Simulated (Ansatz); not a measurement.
Ideal-gas functions of GaGeH₅O, SMILES `[OH][GaH][GeH3]` at 800 K and 1 bar, from an Ansatz frequency run at PBE0-D4/def2-TZVP.

Molar mass 163.37 g/mol, point group Cs (symmetry number 1), electronic degeneracy 1, moments of inertia 39.617, 305.043, 338.459 u Å². Harmonic wavenumbers (cm⁻¹, unscaled): 40, 117, 250, 317, 424, 432, 519, 600, 690, 788, 845, 883, 884, 1991, 2132, 2141, 2141, 3901.

Use S(trans) = R[1.5 ln M + 2.5 ln T − 1.1517]; rotational temperatures θ = 24.2544 K / I; S(rot) = R[ln(√π/σ · √(T³/θAθBθC)) + 1.5]; for each mode x = 1.438777 ν̃/T, S = R[x/(eˣ − 1) − ln(1 − e⁻ˣ)] and H = RT x/(eˣ − 1); 1 cm⁻¹ = 0.0119627 kJ/mol; R = 8.31446 J/(mol·K).

Task: By hand: the entropy, in J/(mol·K).

Result: Translation 192.9. Rotation: θ = 0.6122, 0.0795, 0.0717 K, giving 124.1. Vibration, mode by mode: 30.20, 21.29, 15.03, 13.10, 10.77, 10.62, 9.18, 8.07, 7.03, 6.08, 5.59, 5.29, 5.28, 1.09, 0.89, 0.87, 0.87, 0.06, in all 151.3. Electronic 0.0. Sum 468.3 J/(mol·K).

Task: By hand: H − E and G − E in kJ/mol, counted from the electronic energy.

Result: Zero-point energy ½ × 19095 × 0.0119627 = 114.2; thermal vibration 56.2; translation, rotation and pV give 4 RT = 26.6. H − E = 197.0 kJ/mol, and G − E = 197.0 − 800 × 468.3/1000 = -177.6 kJ/mol.

Vibration gives 32 % of the entropy, 51.5 J/(mol·K) of it from the modes under 150 cm⁻¹: soft modes count most, and the harmonic formula is weakest for them. The sum counts one conformer and one mirror image; others add a mixing term.
